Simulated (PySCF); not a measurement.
Species: C7H10OSi.
InChI=1S/C7H10OSi/c9-8-6-2-1-3-7(6)4-5-7/h1-3H,4-5H2,9H3

Computed with PySCF at PBE0/def2-SVPD, non-relativistic, on one gas-phase PBE0-D3(BJ)/def2-SVP geometry that isn't relaxed in the solvent. The solvent is an IEF-PCM continuum (van der Waals radii × 1.2), and excitations are vertical TDDFT with non-equilibrium linear response and a frozen core. Specific hydrogen bonds and non-electrostatic terms are outside this model.

Gas-phase singlets (H = HOMO, L = LUMO):

```csv
state,E (eV),λ (nm),f,leading configuration
S1,4.503,275,0.106,H→L 99%
S2,4.745,261,0.000,H→L+1 99%
S3,5.494,226,0.001,H→L+2 96%
S4,5.851,212,0.002,H→L+4 72%
S5,5.958,208,0.010,H→L+3 69%
```

**Question.** What are the lowest 5 singlets in chloroform (ε = 4.711)?

**Answer.** 
```csv
state,E (eV),λ (nm),f,leading configuration,change by rank (eV)
S1,4.481,277,0.137,H→L 99%,-0.022
S2,4.909,253,0.000,H→L+1 98%,+0.164
S3,5.658,219,0.001,H→L+2 93%,+0.164
S4,6.029,206,0.005,H→L+3 49%,+0.178
S5,6.127,202,0.127,H-1→L 63%,+0.169
```

**Question.** How do the frontier levels move from gas to chloroform?

**Answer.** 
| orbital | gas (eV) | solvent (eV) | change (eV) |
| --- | --- | --- | --- |
| LUMO+2 | 0.65 | 0.75 | +0.10 |
| LUMO+1 | 0.05 | 0.15 | +0.10 |
| LUMO | -0.40 | -0.46 | -0.06 |
| HOMO | -5.70 | -5.79 | -0.09 |
| HOMO-1 | -7.61 | -7.66 | -0.05 |
| HOMO-2 | -8.85 | -8.83 | +0.02 |
| HOMO-3 | -9.18 | -9.18 | 0.00 |

The HOMO–LUMO gap goes from 5.30 to 5.33 eV.

The values belong to the conformer `[SiH3:1][O:2][C:3]1=[CH:4][CH:5]=[CH:6][C:7]12[CH2:8][CH2:9]2`: Si1–O2–C3–C4 1°.
